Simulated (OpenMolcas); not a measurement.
## S²⁺: the spin-orbit constant, Slater's ratio, worked from levels

```
Program             : OpenMolcas
Basis               : ANO-RCC-VDZP [4s3p1d]
Scalar Hamiltonian  : DKH2, point nucleus
Active space        : 2 electrons in 3 orbitals (3p)
State averaging     : 2S+1 = 3 even, 3 roots; 2S+1 = 1 even, 6 roots
Spin-orbit coupling : RASSI with atomic mean-field integrals over the reference wave functions, term energies averaged over their components
```

Methods: CASSCF; SS-CASPT2, IPEA 0.25 Eh, imaginary shift 0.1 Eh (closed shells correlated: 2s 2p 3s). Measured levels: NIST levels in Podobedova, Kelleher and Wiese, J. Phys. Chem. Ref. Data 38, 171 (2009).

**The spin-orbit constant.** For the Hund term 3P of p2, E(J) = (A/2) J(J+1) + constant and ζ = 2S·A = 2A. From J = 0 to J = 2 the energy changes by 3 A.

| Source | E(2) - E(0) | A | ζ |
| --- | --- | --- | --- |
| CASSCF | 733.3 | 244.4 | 489 |
| SS-CASPT2 | 734.7 | 244.9 | 490 |
| measured | 833.1 | 277.7 | 555 |

All in cm-1. SS-CASPT2 is off by -11.8 % and CASSCF by -12.0 %. Both methods take the spin-orbit matrix elements from the reference wave functions, so the second can move ζ only through the term energies and any multistate remixing. Second-order mixing with other terms is absorbed into this ζ.

**Slater's ratio.** With one set of orbitals, p2 has 1D - 3P = 6 F2 and 1S - 1D = 9 F2 (F2 = F²/25), a ratio of 3/2. Term energies are centres of gravity, weighted by 2J + 1.

```json
{"Source": "CASSCF", "1D - 3P": "13665", "1S - 3P": "33987", "F2 from the first": "2278", "Ratio": "1.487"}
{"Source": "SS-CASPT2", "1D - 3P": "12341", "1S - 3P": "28861", "F2 from the first": "2057", "Ratio": "1.339"}
{"Source": "measured", "1D - 3P": "10760", "1S - 3P": "26599", "F2 from the first": "1793", "Ratio": "1.472"}
```

Energies in cm-1. A ratio away from 3/2 shows effects beyond one configuration with one set of orbitals, and in heavier atoms second-order spin-orbit shifts.

Term energies are means over components that CASPT2 splits; among the terms shown or strongly mixed into the levels shown the widest spread is 100 cm-1 (3s2 3p2 1D, SS-CASPT2). With the s shell closed, the reference lacks s² → p² mixing. Measured partners are found by configuration, term and J. A level has none where our copy of the source lacks it or the pairing is in doubt (some pairs that miss far off the trend of their configuration count as doubtful), and it then counts in no deviation. Only configurations of the active space appear.
